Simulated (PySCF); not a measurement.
Electrostatic solvation of a mixed set.

Computed with PySCF at wB97X-D/def2-SVPD, non-relativistic, each on one gas-phase PBE0-D3(BJ)/def2-SVP geometry that isn't relaxed in the solvent. The solvent is an IEF-PCM continuum (Bondi radii, 1.10 Å for H, scaled by 1.2). The model holds no explicit solvent molecules, cavitation or dispersion.

Question: Order them by E(solvent) − E(gas) in benzene (ε = 2.271), most negative first (kJ/mol).
A. `FC1=C(C(F)(F)F)C=CC1`
B. `[CH2:1]=[CH:2]/[C:3](=[CH:4]/[F:5])[C:6]([F:7])=[C:8]([F:9])[F:10]` with C1–C2–C3–C4 176°, C2–C3–C6–F7 -46°
C. `[CH2:1]=[C:2]([CH3:3])[CH2:4][CH2:5][CH3:6]` with C1–C2–C4–C5 -118°, C2–C4–C5–C6 60° (2-methyl-1-pentene)

Answer: A (-7.7), B (-6.5), C (-3.0).

```csv
SMILES,charge,ΔE (kJ/mol),polarisation term (kJ/mol),HOMO shift (eV),dipole gas (D),dipole solvent (D),atoms,"lowest singlet, gas (eV)","lowest singlet, solvent (eV)"
FC1=C(C(F)(F)F)C=CC1,0,-7.7,-8.3,+0.12,3.57,3.99,14,5.09,5.05
C=C/C(=C/F)C(F)=C(F)F,0,-6.5,-7.0,+0.07,2.35,2.65,14,5.36,5.29
C=C(C)CCC,0,-3.0,-3.1,+0.01,0.59,0.72,18,7.07,6.91
```

The polarisation term is half the interaction of the solute with the induced surface charges. Singlets are vertical TDDFT energies (frozen core, non-equilibrium response), the lowest in each medium.

wB97X-D is run here without its empirical dispersion term; that term would change no orbital, density or response property at a fixed geometry.
